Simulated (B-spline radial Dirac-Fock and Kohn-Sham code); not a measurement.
# Lu²⁺ in Watson spheres of different radius

Method: Dirac-Fock ΔSCF + Breit + QED. Computed with a radial B-spline solver. The ion, [Xe] 4f14 6s1, sits in a hollow sphere of charge Q = -2, a simple model of the Madelung potential. Inside the sphere an electron's potential energy is raised by the constant 14.40·|Q|/R eV, so binding energies fall by about that much as long as the orbitals stay inside.

```tsv
radius (Å)	14.40 |Q|/R (eV)	1s (eV)	2s (eV)	2p1/2 (eV)	2p3/2 (eV)	3s (eV)	3p1/2 (eV)	3p3/2 (eV)	3d3/2 (eV)	3d5/2 (eV)	4s (eV)	4p1/2 (eV)	4p3/2 (eV)	4d3/2 (eV)	4d5/2 (eV)	4f5/2 (eV)	4f7/2 (eV)	5p1/2 (eV)	5p3/2 (eV)	6s (eV)
1.8	16.00	63321.2	10888.7	10361.1	9256.2	2509.9	2278.5	2039.6	1652.0	1601.0	524.1	429.4	375.4	219.6	209.8	17.87	16.43	44.21	37.15	5.53
3	9.60	63326.7	10894.3	10366.7	9261.8	2515.5	2284.1	2045.2	1657.6	1606.5	529.7	435.0	381.0	225.2	215.3	23.44	22.00	49.82	42.77	10.36
```

From the smallest to the largest radius 1s moves by +5.5 eV, while the constant potential alone would give +6.4 eV; the difference comes from charge outside the sphere and its screening.
